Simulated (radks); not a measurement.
Results of a calculation; reference values are marked as such.
Species: Si3+. Configuration: [Ne] 4s1 (not the ground configuration). Level of theory: scalar-relativistic Kohn-Sham, LDA (Slater exchange, Perdew-Zunger correlation), spin-unpolarised, spherical densities, finite nucleus; Fermi nuclear charge, rms radius 3.1224 fm (a radial shooting solver on a logarithmic mesh with Libxc functionals).

Normalised radial functions P(r) = r R(r), r in bohr:

```
   r/bohr * 1s, o 2s, + 2p (the largest magnitude, 2.69, reaches the edge; | marks zero, & curves that meet)
 0.005263                             +o   *
 0.005981                             + o   *
 0.006853                             + o   *
 0.007788                             + o    *
 0.008852                             + o     *
  0.01006                             + o      *
  0.01143                             +  o      *
    0.013                             +  o       *
  0.01477                             +  o        *
  0.01679                             +   o         *
  0.01908                             +   o          *
  0.02186                             +   o           *
  0.02484                             +    o            *
  0.02824                             |+   o             *
  0.03209                             |+   o               *
  0.03648                             |+    o               *
  0.04146                             |+    o                 *
  0.04712                             |+    o                  *
  0.05355                             | +   o                   *
  0.06086                             | +   o                    *
  0.06973                             |  +  o                    *
  0.07925                             |  +  o                    *
  0.09007                             |   +o                    *
   0.1024                             |   o+                   *
   0.1164                             |  o  +                 *
   0.1322                             | o   +               *
   0.1503                             o      +            *
   0.1708                           o |        +       *
   0.1942                         o   |         +   *
   0.2224                       o     |          &
   0.2528                     o       |       *   +
   0.2873                   o         |     *     +
   0.3266                 o           |   *        +
   0.3712                o            |  *         +
   0.4218               o             | *          +
   0.4794               o             |*           +
   0.5449                o            *           +
   0.6193                 o           *          +
   0.7096                   o         *        +
   0.8064                    o        *       +
   0.9166                      o      *     +
    1.042                        o    *    +
    1.184                          o  *   +
    1.346                           o * +
    1.529                            o* +
    1.738                            o*+
    1.976                             &
    2.263                             &
    2.572                             &
    2.924                             &
    3.323                             &
    3.777                             &
    4.293                             &
    4.879                             &
    5.545                             &
    6.302                             &
     7.22                             &
    8.206                             &
    9.327                             &
     10.6                             &
    12.05                             &
```

1s: eigenvalue -1824.6 eV, 0 radial nodes, <r> = 0.112 bohr, 90 % of the charge inside 0.199 bohr. 2s: eigenvalue -182.95 eV, 1 radial node at r = 0.153 bohr, <r> = 0.567 bohr, 90 % of the charge inside 0.893 bohr. 2p: eigenvalue -139.91 eV, 0 radial nodes, <r> = 0.532 bohr, 90 % of the charge inside 0.893 bohr.
